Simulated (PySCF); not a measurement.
# Ionisation energy of Sn³⁷⁺ by level of theory

Sn³⁷⁺ [Ne] 3s2 3p1 (2P) → Sn³⁸⁺ [Ne] 3s2 (1S), as a difference of total energies. Computed with PySCF 2.14 in an even-tempered Gaussian basis (18 s from 5.9 bohr⁻², ratio 2.5; 12 p from 7.7 bohr⁻², ratio 2.5; 4 d from 32 bohr⁻², ratio 2.7; 4 f from 48 bohr⁻², ratio 2.7), with scalar relativity by spin-free X2C-1e. Correlated levels: outer shells: 1s2 frozen; virtual orbitals above 40 to 60 times the deepest correlated orbital energy dropped. The calculations carry no spin-orbit coupling.

```json
{"method": "UHF", "ionisation energy (eV)": "2483.9"}
{"method": "LDA", "ionisation energy (eV)": "2485.6"}
{"method": "PBE", "ionisation energy (eV)": "2486.4"}
{"method": "PBE0", "ionisation energy (eV)": "2486.1"}
{"method": "r2SCAN", "ionisation energy (eV)": "2486.0"}
{"method": "r2SCANh", "ionisation energy (eV)": "2485.9"}
{"method": "revPBE", "ionisation energy (eV)": "2486.4"}
{"method": "MP2 (outer shells)", "ionisation energy (eV)": "2484.4"}
{"method": "SCS-MP2 (outer shells)", "ionisation energy (eV)": "2484.2"}
```

A first-order spin-orbit estimate (lowest level to lowest level, LS coupling) adds 36.869 eV.

Breit and QED terms and the two-electron picture change are absent.

For comparison: 2499 ± 11 eV (semi-empirical (NIST evaluation); NIST Atomic Spectra Database, ionization energies).
